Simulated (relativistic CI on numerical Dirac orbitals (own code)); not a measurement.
Level scheme of Pb⁺

These numbers are calculated, not measured: Dirac-Coulomb-Breit CI, separate exchange-only KLI orbitals for each configuration, QED by a radiative potential, valence Slater integrals scaled by 0.85, P86 correlation energy added to each configuration (own radial code, finite nucleus).

CI space (outside the closed core [Xe] 4f14 5d10): 6s2 6p, 6s 6p2, 6s2 7s, 6s2 6d, 6s2 7p, 6s2 8s, 6s2 5f, 6s2 7d, 6s2 6g, 6p3, 6s 6p 6d, 6s2 8p, 6s2 9s, 6s2 6f, 6s2 5g, 6s2 8d, 6s2 9p, 6s 6p 7s. Levels of other configurations are missing.

The lowest level is 6s2 6p 2P°_1/2, with 98 % of that term; Hund's rules for 6s2 6p give 2P° with J = 1/2, in agreement.

| No. | Configuration | Term | J | E (cm⁻¹) | % | Next component (%) |
| --- | --- | --- | --- | --- | --- | --- |
| 1 | 6s2 6p | 2P° | 1/2 | 0.0 | 98 | 1 6p3 2P° |
| 2 | 6s2 6p | 2P° | 3/2 | 13642.8 | 98 | 1 6p3 2P° |
| 3 | 6s 6p2(3P) | 4P | 1/2 | 54035.5 | 92 | 7 2S |
| 4 | 6s 6p2(3P) | 4P | 3/2 | 61377.3 | 97 | 2 2D |
| 5 | 6s2 7s | 2S | 1/2 | 63101.9 | 100 |  |
| 6 | 6s 6p2(3P) | 4P | 5/2 | 67026.8 | 67 | 20 2D |
| 7 | 6s2 6d | 2D | 3/2 | 71796.7 | 73 | 24 6s 6p2 2D |
| 8 | 6s2 6d | 2D | 5/2 | 74212.2 | 71 | 24 6s 6p2 4P |
| 9 | 6s2 7p | 2P° | 1/2 | 77144.3 | 99 |  |
| 10 | 6s2 7p | 2P° | 3/2 | 79939.8 | 99 |  |
| 11 | 6s 6p2(1D) | 2D | 3/2 | 84707.9 | 61 | 26 6s2 6d 2D |
| 12 | 6s 6p2(1D) | 2D | 5/2 | 89328.5 | 60 | 15 6s2 7d 2D |
| 13 | 6s 6p2(3P) | 2P | 1/2 | 91133.1 | 49 | 40 2S |
| 14 | 6s2 8s | 2S | 1/2 | 92593.9 | 93 | 6 6s 6p2 2P |
| 15 | 6s2 5f | 2F° | 7/2 | 95020.6 | 99 | 1 6s 6p 6d 2F° |
| 16 | 6s2 5f | 2F° | 5/2 | 95044.0 | 99 | 1 6s 6p 6d 2F° |
| 17 | 6s2 7d | 2D | 3/2 | 98120.1 | 92 | 4 6s 6p2 2D |
| 18 | 6s2 8p | 2P° | 1/2 | 98267.9 | 100 |  |
| 19 | 6s2 7d | 2D | 5/2 | 99217.0 | 84 | 13 6s 6p2 2D |
| 20 | 6s2 8p | 2P° | 3/2 | 99391.6 | 100 |  |
| 21 | 6s2 9s | 2S | 1/2 | 104160.0 | 61 | 20 6s 6p2 2S |
| 22 | 6s2 6f | 2F° | 7/2 | 106166.2 | 100 |  |
| 23 | 6s2 6f | 2F° | 5/2 | 106183.4 | 100 |  |
| 24 | 6s2 9s | 2S | 1/2 | 106370.8 | 39 | 33 6s 6p2 2S |
| 25 | 6s2 8d | 2D | 3/2 | 107060.8 | 70 | 29 6s 6p2 2P |
| 26 | 6s2 9p | 2P° | 1/2 | 107924.7 | 99 |  |
| 27 | 6s2 8d | 2D | 5/2 | 107963.3 | 97 | 3 6s 6p2 2D |
| 28 | 6s2 5g | 2G | 9/2 | 108252.2 | 100 |  |
| 29 | 6s2 5g | 2G | 7/2 | 108252.2 | 100 |  |
| 30 | 6s2 9p | 2P° | 3/2 | 108497.1 | 99 |  |

Energies count from the lowest computed level; ° marks odd parity. Percentages are summed over parent terms; the parents shown are those of the largest component, closed shells are left out there.

The mean weight of the leading LS term, summed over parents, in these 30 levels is 87 %, and that of the leading jj configuration (from the same eigenvectors) 86 %.

Correlation outside the listed configurations is missing or only estimated: errors of thousands of cm⁻¹ between configurations and terms are usual at this charge. Rates and lifetimes follow the computed energies and can be off by large factors. The fine structure of a lone outer electron comes out too small, for d and f at times inverted, and misplaced configurations move strength between like terms. 17 of the 17 excited levels that our extract of the measured tables holds in this range could be paired (the sources list more); they are missed by 3417 cm⁻¹ on average and 6879 at most, and levels without a partner can miss by more.

LS names give the leading component of a level, which can be under half, so a name can repeat, a term be missing and a line seem to break the LS rules.
